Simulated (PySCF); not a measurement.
Run record for `C=C/C=C/C=C\C#N`: PBE0/STO-3G, grid level 1, full TDDFT, 6 singlets.

Method: TDDFT PBE0/STO-3G, vertical, gas phase, core orbitals frozen in the response (PySCF 2.14.0, density-fitted response routines). Geometry: GFN2-xTB. The input is one job of a driver script: a line of settings, then coordinates in Å.

Command:
```bash
OMP_NUM_THREADS=1 python probes_run.py task.json out
```

Input:
```
{"job": {"kind": "uv", "xc": "PBE0", "basis": "STO-3G", "nstates": 6, "ntriplets": 2, "tda": false, "grid": 1}, "charge": 0, "multiplicity": 1}
C     -3.235117    -0.627339     0.090729
C     -1.927466    -0.781941    -0.115553
C     -0.939959     0.168235     0.314477
C      0.382886     0.017228     0.108633
C      1.356435     0.970415     0.542163
C      2.683753     0.837332     0.346340
C      3.254922    -0.262752    -0.309952
N      3.737854    -1.157345    -0.845010
H     -3.954161    -1.355375    -0.242333
H     -3.626781     0.237276     0.601735
H     -1.558069    -1.658893    -0.631105
H     -1.305086     1.047636     0.831297
H      0.753867    -0.859101    -0.407697
H      0.988397     1.847715     1.058771
H      3.384112     1.584900     0.693144
```

Task: What does the run print?

Result: 
```
final grid: 58688 points
cycle   1  E = -321.1501235995  dE =  1.450e+00  |g| = 4.880e-01  |ddm| = 5.487e+00
cycle   2  E = -320.9087842879  dE =  2.413e-01  |g| = 1.051e+00  |ddm| = 1.579e+00
cycle   3  E = -321.2222978140  dE = -3.135e-01  |g| = 4.783e-02  |ddm| = 1.098e+00
cycle   4  E = -321.2224865045  dE = -1.887e-04  |g| = 4.256e-02  |ddm| = 1.230e-01
cycle   5  E = -321.2230811807  dE = -5.947e-04  |g| = 8.166e-03  |ddm| = 7.046e-02
cycle   6  E = -321.2231051795  dE = -2.400e-05  |g| = 1.161e-03  |ddm| = 1.437e-02
cycle   7  E = -321.2231056765  dE = -4.970e-07  |g| = 5.561e-04  |ddm| = 2.452e-03
cycle   8  E = -321.2231057646  dE = -8.810e-08  |g| = 1.701e-04  |ddm| = 8.273e-04
cycle   9  E = -321.2231057752  dE = -1.061e-08  |g| = 4.094e-05  |ddm| = 2.753e-04
cycle  10  E = -321.2231057756  dE = -4.835e-10  |g| = 1.592e-05  |ddm| = 6.837e-05
converged SCF energy = -321.2231057756

Static polarisability (au): isotropic 60.726, principal 9.477 43.887 128.814

Singlet excitations
state   eV       nm        f      main configurations
  1   5.3256    232.8   1.11153   H->L 0.96
  2   6.3282    195.9   0.05280   H-1->L 0.67, H->L+1 0.30
  3   6.6117    187.5   0.00031   H-3->L 0.79, H-2->L 0.16
  4   6.8985    179.7   0.00489   H-2->L 0.82, H-3->L 0.16
  5   7.6865    161.3   0.00000   H->L+2 0.84
  6   7.7987    159.0   0.00027   H-5->L 0.90

Triplet excitations (Tamm-Dancoff, eV): 2.4229 4.2625
```

H and L stand for HOMO and LUMO; the number after each pair is its weight.

Task: Give the mean polarisability as a volume in Å³, and the ratio of the largest to the smallest principal value.

Result: 60.726 au × 0.148185 = 9.00 Å³; 128.814/9.477 = 13.59.

Task: Which computed singlet has the largest oscillator strength, and what do all of them sum to?

Result: State 1 at 5.33 eV (233 nm), f = 1.112; the 6 states sum to 1.170.

In short: SCF converged in 10 cycles with 47 basis and 728 fitting functions; HOMO -4.83 eV, LUMO 0.13 eV; lowest singlet 5.33 eV; lowest triplet 2.42 eV (Tamm–Dancoff); mean polarisability 60.7 au.

Task: How long does this job take on Arm Neoverse V1, one thread, shared host with 64 logical CPUs at a one-minute load of 16? And the peak memory of the process?

Result: About 8.0 s (density and orbital grids were written too), with 0.35 GiB resident at the peak, the Python interpreter and its libraries included.

Shape of the structure used: `[CH2:1]=[CH:2]/[CH:3]=[CH:4]/[CH:5]=[CH:6]\[C:7]#[N:8]`: C1–C2–C3–C4 180°, C3–C4–C5–C6 180°.

One conformer stands for the species.
